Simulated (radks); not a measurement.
The numbers below are computed, except where a source is named.
Effect of the nuclear size on the dysprosium ion Dy+, [Xe] 4f10 6s1. Code: a radial shooting solver on a logarithmic mesh with Libxc functionals. Model: Dirac Kohn-Sham, LDA (Slater exchange, Perdew-Wang correlation), spin-unpolarised, spherical densities, finite nucleus; open shells are shared between the two j in proportion to 2j + 1; Fermi nuclear charge, rms radius 5.2218 fm. The rms radius is varied about that value; shifts are against it.

[
 {"rms radius (fm)": "4.3237", "total energy shift (eV)": "-8.26", "density at nucleus (e/bohr^3)": "7.76e+05", "1s1/2 shift (meV)": "-3400", "2s1/2 shift (meV)": "-445", "4p1/2 shift (meV)": "0.332", "5s1/2 shift (meV)": "-3.52", "5p1/2 shift (meV)": "0.235", "6s1/2 shift (meV)": "-0.305", "6p1/2 (empty) shift (meV)": "0.088"},
 {"rms radius (fm)": "4.9085", "total energy shift (eV)": "-3.01", "density at nucleus (e/bohr^3)": "7.497e+05", "1s1/2 shift (meV)": "-1240", "2s1/2 shift (meV)": "-162", "4p1/2 shift (meV)": "0.121", "5s1/2 shift (meV)": "-1.28", "5p1/2 shift (meV)": "0.086", "6s1/2 shift (meV)": "-0.111", "6p1/2 (empty) shift (meV)": "0.032"},
 {"rms radius (fm)": "5.2218", "total energy shift (eV)": "0", "density at nucleus (e/bohr^3)": "7.373e+05", "1s1/2 shift (meV)": "0.000", "2s1/2 shift (meV)": "0.000", "4p1/2 shift (meV)": "0.000", "5s1/2 shift (meV)": "0.000", "5p1/2 shift (meV)": "0.000", "6s1/2 shift (meV)": "0.000", "6p1/2 (empty) shift (meV)": "0.000"},
 {"rms radius (fm)": "5.603", "total energy shift (eV)": "3.85", "density at nucleus (e/bohr^3)": "7.233e+05", "1s1/2 shift (meV)": "1580", "2s1/2 shift (meV)": "207", "4p1/2 shift (meV)": "-0.154", "5s1/2 shift (meV)": "1.64", "5p1/2 shift (meV)": "-0.109", "6s1/2 shift (meV)": "0.142", "6p1/2 (empty) shift (meV)": "-0.041"},
 {"rms radius (fm)": "6.1095", "total energy shift (eV)": "9.26", "density at nucleus (e/bohr^3)": "7.065e+05", "1s1/2 shift (meV)": "3810", "2s1/2 shift (meV)": "499", "4p1/2 shift (meV)": "-0.369", "5s1/2 shift (meV)": "3.94", "5p1/2 shift (meV)": "-0.263", "6s1/2 shift (meV)": "0.342", "6p1/2 (empty) shift (meV)": "-0.098"}
]

Slopes of the eigenvalues against <r^2> in GHz/fm^2, as finite differences over the two radii next to the reference (eigenvalue slopes, not the field-shift constants of lines): 1s1/2 93400, 2s1/2 12200, 4p1/2 -9.09, 5s1/2 96.7, 5p1/2 -6.46, 6s1/2 8.39, 6p1/2 (empty) -2.41.
